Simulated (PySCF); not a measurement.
Species: `O[Si@H]([SiH3])C[SiH3]`. The columns A, B, C and D hold Mulliken, IAO, Hirshfeld and ESP-fitted charges (e) of one PBE0/pcSseg-1 density (PySCF), in a shuffled order. Coordinates in Å (GFN2-xTB); the density's dipole moment is (-0.92, -1.69, 0.10) D.

```json
{"atom": "O1", "x": "1.755", "y": "-1.777", "z": "-0.481", "A": "-0.793", "B": "-0.562", "C": "-0.718", "D": "-0.314"}
{"atom": "Si2", "x": "0.660", "y": "-0.571", "z": "-0.654", "A": "+0.881", "B": "+0.713", "C": "+0.609", "D": "+0.336"}
{"atom": "Si3", "x": "1.889", "y": "1.287", "z": "-0.089", "A": "+0.259", "B": "+0.154", "C": "+0.166", "D": "+0.209"}
{"atom": "C4", "x": "-0.855", "y": "-0.885", "z": "0.465", "A": "-0.842", "B": "-0.872", "C": "-0.522", "D": "-0.254"}
{"atom": "Si5", "x": "-2.197", "y": "0.452", "z": "0.396", "A": "+0.605", "B": "+0.483", "C": "+0.418", "D": "+0.311"}
{"atom": "H6", "x": "1.528", "y": "-2.697", "z": "-0.593", "A": "+0.363", "B": "+0.243", "C": "+0.441", "D": "+0.177"}
{"atom": "H7", "x": "0.148", "y": "-0.630", "z": "-2.038", "A": "-0.152", "B": "-0.093", "C": "-0.149", "D": "-0.092"}
{"atom": "H8", "x": "3.184", "y": "1.368", "z": "-0.773", "A": "-0.088", "B": "-0.050", "C": "-0.052", "D": "-0.070"}
{"atom": "H9", "x": "2.186", "y": "1.389", "z": "1.345", "A": "-0.093", "B": "-0.059", "C": "-0.053", "D": "-0.072"}
{"atom": "H10", "x": "1.168", "y": "2.517", "z": "-0.441", "A": "-0.104", "B": "-0.069", "C": "-0.097", "D": "-0.080"}
{"atom": "H11", "x": "-0.517", "y": "-0.986", "z": "1.498", "A": "+0.162", "B": "+0.173", "C": "+0.135", "D": "+0.041"}
{"atom": "H12", "x": "-1.307", "y": "-1.845", "z": "0.206", "A": "+0.160", "B": "+0.168", "C": "+0.145", "D": "+0.042"}
{"atom": "H13", "x": "-2.737", "y": "0.545", "z": "-0.963", "A": "-0.120", "B": "-0.076", "C": "-0.110", "D": "-0.078"}
{"atom": "H14", "x": "-3.289", "y": "0.104", "z": "1.312", "A": "-0.115", "B": "-0.079", "C": "-0.108", "D": "-0.079"}
{"atom": "H15", "x": "-1.621", "y": "1.740", "z": "0.788", "A": "-0.121", "B": "-0.074", "C": "-0.105", "D": "-0.077"}
```

Q: Which column most likely holds the ESP-fitted charges?

A: C. Σ q r misses the density's dipole by 0.04 D (C), 1.24 D (D), 2.58 D (A), 2.84 D (B). Charges fitted to the outside potential are the only set here that is tied to the molecule's multipoles.

Q: And the Hirshfeld charges?

A: D. The mean sizes are 0.149 e (D), 0.255 e (C), 0.258 e (B), 0.324 e (A), and Hirshfeld charges are commonly the smallest of these schemes.

As computed, A = IAO, B = Mulliken, C = ESP-fitted, D = Hirshfeld. Hydrogens on carbon: IAO +0.16 to +0.16, Mulliken +0.17 to +0.17, ESP-fitted +0.13 to +0.14, Hirshfeld +0.04 to +0.04 e.

The Hirshfeld scheme weights the molecular density at each point by an atom's share of the summed free-atom densities. The Mulliken scheme gives each basis function's population to the atom it is centred on and halves the overlap population of two atoms between them.

The structure is a single GFN2-xTB conformer in the gas phase; no vibrational or solvent corrections.

The values belong to the conformer `[OH:1][Si@H:2]([SiH3:3])[CH2:4][SiH3:5]`: O1–Si2–C4–Si5 179°, H–O1–Si2–Si3 176°.
